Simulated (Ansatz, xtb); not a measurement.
**Two isomers of C5H6BrFO**

Structure a: `C=C[C@](C)(F)C(=O)Br`, a singlet. Structure b: `F[C@@H]1CCC=C(Br)O1`, a singlet. Both are isolated molecules in the gas phase, relaxed with r2SCAN-D4/def2-SVP, each in the lowest conformer that the search found.

Problem. Estimate E(b) − E(a) at the level CCSD(T)/def2-SVP + ΔMP2/def2-TZVPP.

Solution. Not settled: CCSD(T)/def2-SVP + ΔMP2/def2-TZVPP gives E(b) − E(a) = −7.07 kJ/mol, but this leans on the basis-set step: CCSD(T) alone gives +2.38 kJ/mol.

Level by level:

```tsv
level	geometry	E(b) − E(a) (kJ/mol)	departure from the last row (kJ/mol)	job, with rough time for the two
r2SCAN-D4/def2-SVP	r2SCAN-D4/def2-SVP	−7.09	−0.02	optimisation, 78 s
HF/def2-SVP	r2SCAN-D4/def2-SVP	−11.49	−4.42	part of the CCSD(T) run
MP2/def2-SVP	r2SCAN-D4/def2-SVP	−0.04	+7.03	part of the CCSD(T) run
CCSD(T)/def2-SVP	r2SCAN-D4/def2-SVP	+2.38	+9.45	single point
CCSD(T)/def2-SVP + ΔMP2/def2-TZVPP	r2SCAN-D4/def2-SVP	−7.07		single point, 3.9 min
```

As drawn, b has 2 C–O in place of 1 C=O. Structure a has no ring, b a 6-membered ring.

CCSD(T)/def2-SVP puts the two in the other order. MP2/def2-SVP finds them nearly level. The largest departure from CCSD(T)/def2-SVP + ΔMP2/def2-TZVPP is that of CCSD(T)/def2-SVP, 9.45 kJ/mol. Levels run at GFN2-xTB geometries aren't shown. The last row adds to CCSD(T) the change of the MP2 difference between the two basis sets, here −9.45 kJ/mol.

With thermal terms from frequencies at re-optimised GFN2-xTB minima (ideal gas, soft modes damped towards free rotors, one conformer each, 298.15 K, 1 atm): the zero-point term adds +11.01 kJ/mol; ΔH is −1.02 and ΔG +9.24 kJ/mol.

The correlated steps freeze 16 core orbitals; the filled d shell of Br is correlated, in a basis made for valence electrons. Run with Ansatz 0.2.0, xtb 6.7.1; the last row on 4 threads of Arm Neoverse V1 on a shared host.
